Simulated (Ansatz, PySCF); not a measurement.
Complex: NH3 (SMILES N) (first 4 atoms) with Si2H6 (SMILES [SiH3][SiH3]); geometry from B3LYP-D3(BJ)/def2-TZVP, rigid monomers moved along the line of their centres of mass till N1···Si5 is 3.59 Å.
(charge 0, multiplicity 1):
```
atom    x (Å)    y (Å)   z (Å)
----  -------  -------  ------
N     -0.4125   0.1890  0.9608
H     -0.3598  -0.6942  0.4668
H     -1.3615   0.5340  0.8745
H      0.1981   0.8436  0.4856
Si     0.3301  -1.2235  4.1733
Si     0.4471   1.1108  4.3294
H      0.6184  -1.8537  5.4907
H      1.3255  -1.7507  3.2096
H     -1.0233  -1.6681  3.7628
H      0.7810   1.5349  5.7166
H     -0.8502   1.7389  3.9810
H      1.4999   1.6578  3.4399
```

Interaction energies are E(AB) − E(A) − E(B) at the monomers' geometry in the complex; basis-set methods are counterpoise corrected. Rows marked so take none.

Correlated levels freeze the cores. Rows in 6-31G* carry no dispersion term and start afresh at each structure (6-31G* with six Cartesian d functions). MP2/6-31G* freezes PySCF's default core.

The values were computed with Ansatz (a first-principles code) with Gaussian orbitals; PySCF for 6-31G* rows. Each number belongs to the level named beside it.

Task: Estimate the interaction energy that B3LYP/def2-TZVPPD returns for this input.

Result: -1.8 kcal/mol

Task: What interaction energy does MP2/6-31G* (no counterpoise) give?

Result: -4.9 kcal/mol

Task: What interaction energy does CCSD(T)/aug-cc-pV(D+d)Z give?

Result: -3.4 kcal/mol
